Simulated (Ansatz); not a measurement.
`COB(O)OC`, charge 0, multiplicity 1.

(1) Give a relaxed structure at PBE0-D4/def2-TZVP (Ansatz 0.2.0). (An estimate is asked.)

## Answers

(1) Computed: 
Cartesian coordinates in Å:
```
C -1.1341 -0.6221 -1.6647
O -0.5802 -0.4258 -0.3800
B 0.4501 0.4444 -0.2052
O 0.9603 1.1371 -1.2685
O 0.9846 0.6339 1.0350
C 0.4718 -0.0722 2.1454
H -0.3876 -1.0112 -2.3621
H -1.5330 0.3110 -2.0709
H -1.9439 -1.3454 -1.5672
H 1.6803 1.7123 -1.0008
H 1.0366 0.2403 3.0240
H -0.5872 0.1496 2.3016
H 0.5821 -1.1519 2.0134
```
Point group Cs.
This is one stationary point; other conformers may exist.
